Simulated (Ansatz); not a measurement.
Input file for ClH₇OSi₃, SMILES `O[SiH2][SiH2][SiH2]Cl`:

```yaml
crystal:
  periodic: [false, false, false]
  atoms:
    - {symbol: O, position_ang: [-1.635359, 2.250030, 1.356071]}
    - {symbol: Si, position_ang: [-0.855887, 0.795077, 1.297870]}
    - {symbol: Si, position_ang: [0.196504, 0.401504, -0.765398]}
    - {symbol: Si, position_ang: [1.239537, -1.690433, -0.757789]}
    - {symbol: Cl, position_ang: [2.119956, -2.051121, -2.589596]}
    - {symbol: H, position_ang: [-2.312961, 2.420397, 0.700508]}
    - {symbol: H, position_ang: [0.152112, 0.838123, 2.385301]}
    - {symbol: H, position_ang: [-1.791828, -0.337502, 1.558362]}
    - {symbol: H, position_ang: [1.214908, 1.447566, -1.058108]}
    - {symbol: H, position_ang: [-0.815964, 0.409256, -1.860563]}
    - {symbol: H, position_ang: [0.261123, -2.779063, -0.507230]}
    - {symbol: H, position_ang: [2.304760, -1.758933, 0.274474]}
basis:
  gaussian: {orbitals: def2-TZVPP}
correlation: {method: ccsd_t}
```

```sh
$ ansatz run in.yaml --threads 4 --pin off --events-out ev --progress --plain --max-ram 10444MiB
```

The program prints (abridged):

```
Functional definition: HF
1713 factors; integrals over basis functions are off by at most 9.7e-4 eV
mean field evaluation 1: about -38239.0513 eV, gradient 3.8e1 eV
mean field evaluation 2: about -38239.3853 eV, gradient 3.9e1 eV
mean field evaluation 4: about -38243.0823 eV, gradient 4.0e0 eV
mean field evaluation 8: about -38243.1718 eV, gradient 3.0e-1 eV
mean field evaluation 16: about -38243.1723 eV, gradient 1.4e-6 eV
mean field -38243.17234214 eV, -1405.4106614203 hartree, gradient 1.3e-6 eV, S^2 0.000000; 0 other end points of the search recorded, 0 dependent functions left out
21 core orbitals not correlated: weight in the atoms' cores, before any rotation towards them, 1.000 or more for the frozen orbitals, at most 0.000 for the correlated occupied ones
reference -38243.17234214 eV, -1405.4106614203 hartree; 16, 16 occupied and 260, 260 virtual orbitals, 1713 factors
second order -21.75965112 eV of doubles, -0.00000000 eV of singles
cycle   1  -23.00236386 eV  change    -1.2e0 eV  update   1.1e-1
cycle   2  -23.63406116 eV  change   -6.3e-1 eV  update   3.3e-2
cycle   3  -23.74570625 eV  change   -1.1e-1 eV  update   1.6e-2
cycle   4  -23.73511593 eV  change    1.1e-2 eV  update   4.3e-3
cycle   5  -23.73200525 eV  change    3.1e-3 eV  update   1.9e-3
cycle   6  -23.73219453 eV  change   -1.9e-4 eV  update   6.0e-4
cycle   7  -23.73194164 eV  change    2.5e-4 eV  update   2.4e-4
cycle   8  -23.73189163 eV  change    5.0e-5 eV  update   7.9e-5
cycle   9  -23.73192911 eV  change   -3.7e-5 eV  update   3.4e-5
perturbative correction -0.89386493 eV, -0.0328489301 hartree
Total energy: -38267.79813617 eV, -1406.3156426589 hartree
```

Hardware: 4 threads of an Intel Xeon on a shared host. Wall time 2.3 min, peak host memory 8.8 GiB.

Correlation energy per correlated electron: -0.770 eV. T1 diagnostic: 0.0122.
